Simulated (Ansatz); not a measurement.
Abridged output of a molecular run in Ansatz:

```
Functional definition: HF
1492 factors; integrals over basis functions are off by at most 1.0e-3 eV
mean field evaluation 1: about -9301.0799 eV, gradient 7.7e1 eV
mean field evaluation 2: about -9301.2379 eV, gradient 7.7e1 eV
mean field evaluation 4: about -9311.4041 eV, gradient 1.2e1 eV
mean field evaluation 8: about -9311.7520 eV, gradient 1.1e0 eV
mean field evaluation 16: about -9311.7554 eV, gradient 2.9e-6 eV
mean field -9311.75543667 eV, -342.2007005629 hartree, gradient 2.9e-6 eV, S^2 0.000000; 0 other end points of the search recorded, 0 dependent functions left out
4 core orbitals not correlated: weight in the atoms' cores, before any rotation towards them, 1.000 or more for the frozen orbitals, at most 0.000 for the correlated occupied ones
reference -9311.75543667 eV, -342.2007005629 hartree; 20, 20 occupied and 212, 212 virtual orbitals, 1492 factors
second order -38.03758070 eV of doubles, -0.00000000 eV of singles
cycle   1  -35.79671180 eV  change     2.2e0 eV  update   2.4e-1
cycle   2  -37.05759248 eV  change    -1.3e0 eV  update   1.3e-1
cycle   3  -37.37005980 eV  change   -3.1e-1 eV  update   3.8e-2
cycle   4  -37.38045815 eV  change   -1.0e-2 eV  update   1.6e-2
cycle   5  -37.35912645 eV  change    2.1e-2 eV  update   4.4e-3
cycle   6  -37.35987079 eV  change   -7.4e-4 eV  update   2.1e-3
cycle   7  -37.36085379 eV  change   -9.8e-4 eV  update   8.3e-4
cycle   8  -37.36033764 eV  change    5.2e-4 eV  update   3.3e-4
cycle   9  -37.36040735 eV  change   -7.0e-5 eV  update   1.3e-4
cycle  10  -37.36059138 eV  change   -1.8e-4 eV  update   5.6e-5
cycle  11  -37.36047013 eV  change    1.2e-4 eV  update   3.1e-5
cycle  12  -37.36043522 eV  change    3.5e-5 eV  update   1.4e-5
perturbative correction -1.83187165 eV, -0.0673200416 hartree
Total energy: -9350.94774354 eV, -343.6409912749 hartree
```

Its atoms:

Cartesian coordinates in Å:
```
N 0.0641 1.0400 1.3261
Nb 0.5122 -0.0137 0.0104
N -0.9022 0.2785 -1.3223
O 0.5232 -1.8317 0.5696
F 2.2099 0.4395 -0.6861
H -0.0620 1.6637 2.1083
H -0.9816 -0.2692 -2.1688
H -1.6697 0.9269 -1.2476
H 0.3062 -2.2341 1.4103
```

**Question.** Which basis set was used?
A. def2-SVPD
B. def2-QZVPP
C. cc-pV(D+d)Z
D. def2-TZVPP

**Answer.** D. It gives 236 functions.

**Question.** Write the keys of the input that set method, charge and spin (a neutral closed shell needs none for the last two).

**Answer.** 
```yaml
correlation: {method: ccsd_t}
```
